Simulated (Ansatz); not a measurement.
Geometry optimisation, UKS B3LYP-D4/def2-SVP in Ansatz.

Input file:

```yaml
crystal:
  periodic: [false, false, false]
  atoms:
    - { symbol: H, position_ang: [-0.93515, 0.254144, -0.4336] }
    - { symbol: Sb, position_ang: [-2.022289, 1.432148, -1.033368] }
    - { symbol: Ge, position_ang: [1.065832, -1.367922, 0.686667] }
    - { symbol: H, position_ang: [-1.55346, 2.540973, 0.200022] }
    - { symbol: H, position_ang: [-0.818165, 2.053403, -2.09866] }
    - { symbol: H, position_ang: [0.848075, -1.379006, 2.219517] }
    - { symbol: H, position_ang: [2.431124, -0.726932, 0.339729] }
    - { symbol: H, position_ang: [0.983932, -2.806707, 0.119694] }
magnetization:
  spin_polarized: true
  initial_magnetization: 1
basis:
  gaussian: { orbitals: def2-SVP }
hamiltonian:
  xc: b3lyp
  dispersion: d4
relax:
  f_tol: 0.03
  max_steps: 50
```

Run as:

```bash
$ ansatz run input.yaml --threads 2 --pin off --max-ram 3072MiB --backend cpu --events-out ev --progress --plain --runs-dir out
```

Task: Where does it end, and by what steps?

Result: The run converged. After 9 steps the energy has fallen by 0.812 eV; H1 moved furthest, 1.02 Å. Parted: H1–Sb2 (1.71 → 3.08 Å). Joined: H1–Ge3 (2.81 → 1.54 Å).

| step | energy less start (eV) | largest force component (eV/Å) | accepted |
| --- | --- | --- | --- |
| 0 | 0.0000 | 0.262 | yes |
| 1 | -0.0190 | 0.066 | yes |
| 2 | -0.0762 | 0.290 | yes |
| 3 | -0.2151 | 0.813 | yes |
| 4 | -0.4190 | 1.024 | yes |
| 5 | -0.6120 | 1.361 | yes |
| 6 | -0.7505 | 0.229 | yes |
| 7 | -0.7918 | 0.097 | yes |
| 8 | -0.8095 | 0.178 | yes |
| 9 | -0.8118 | 0.027 | yes |

```xyz
8
Properties=species:S:1:pos:R:3
H -0.302 -0.463 -0.067
Sb -2.194 1.720 -1.139
Ge 0.876 -1.217 0.583
H -1.452 2.426 0.253
H -0.726 1.935 -2.025
H 0.700 -1.217 2.113
H 2.197 -0.515 0.215
H 0.901 -2.668 0.066
```

The run took 31 s on 2 threads of Intel(R) Xeon(R) Platinum 8488C (Sapphire Rapids), with other jobs on the host, peak memory 0.29 GiB.
